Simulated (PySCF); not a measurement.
Cl2GeH4OSi. Atoms are numbered in the order given.

```xyz
9

O      0.7859     1.9517     0.0000
Si     0.5273     0.3238     0.0000
Cl     1.4186    -0.5342    -1.6517
Cl     1.4186    -0.5342     1.6517
Ge    -1.7747    -0.1126     0.0000
H      1.6954     2.2726     0.0000
H     -2.4171     0.4896     1.2556
H     -1.9739    -1.6333     0.0000
H     -2.4171     0.4896    -1.2556
```

Geometry optimised at ωB97X-D3(BJ)/def2-SVP. The structure was generated by enumeration, and PubChem lists no compound with its InChIKey, so it may never have been made. The values are those of a single conformer.

These are HF/def2-TZVP in PySCF values and carry that method's errors.

The molecule is in vacuum.

Problem. Estimate the frontier levels, gap, dipole moment and polarisability. (An estimate is asked for; the answer gives what the named calculation found.)

Solution. 
```json
{
 "highest_occupied_level": "-11.29 eV",
 "lowest_empty_level": "3.07 eV",
 "orbital_gap": "14.36 eV",
 "dipole_moment": "0.86 D",
 "quadrupole, principal values (traceless, Buckingham form, about the centre of nuclear charge)": "-5.31, -4.30, 9.60 D·Å",
 "mean_static_polarisability": "76.0 bohr³ (11.26 Å³)",
 "polarisability_principal_values": "67.2, 77.9, 83.0 bohr³"
}
```
